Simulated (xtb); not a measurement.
cadmium atom (Cd), singlet (GFN-xTB shapes and energies of metal compounds can be far from the true ones). Base run: GFN2-xTB (xtb).

Geometry (Å):
```xyz
1

Cd     0.0000     0.0000     0.0000
```
All else is at xtb's defaults.
Base energy -0.53304 Eh.

Each row names what was changed in the base input (with any setting that the change needs).

```
change          ΔE vs base (kcal/mol)  G_solv (kcal/mol)  SCF cycles
--------------  ---------------------  -----------------  ----------
base                            0.000                  -           3
acc = 30                        0.000                  -           3
acc = 1000                      0.000                  -           3
etemp = 10000                   -3.10                  -          13
alpb = water                    -1.47              -1.47           3
gbsa = toluene                  -1.54              -1.54           3
etemp = 3000                    0.000                  -           3
```

ALPB and GBSA are two models with their own fitted parameters for each solvent, which aren't always the measured dielectric constant.
